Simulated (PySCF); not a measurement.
## Relaxation of singlet H₄WS

All numbers come from PBE0 in PySCF with W def2-TZVP with ECP60, S def2-TZVP, H def2-TZVP; scalar-relativistic core potentials, no spin–orbit coupling; density-fitted integrals. A (50,194) grid was used.

A hand-made square pyramidal (ligand arrangement 2) start, of C4v symmetry, held to at least that symmetry:

Coordinates in bohr (charge 0 multiplicity 1):
```
W     0.0000    0.0000   -0.5757
S     0.0000    0.0000    3.4684
H     3.1239    0.0000   -1.2397
H     0.0000    3.1239   -1.2397
H    -3.1239    0.0000   -1.2397
H     0.0000   -3.1239   -1.2397
```

What does it relax to?

It ends at C4v with W–H 1.724 Å (×4), W–S 2.103 Å; H–W–H 80.2° (×4), H–W–H 131.3° (×2), H–W–S 114.4° (×4). A frequency run shows 2 imaginary modes (one degenerate set), down to 753i cm⁻¹, so it is a higher-order saddle point.

How much energy is released, and in how many steps?

89.1 kJ/mol in 7 steps.

Stability towards spin polarisation was not tested. No spin–orbit coupling is included, which matters more the heavier the element.
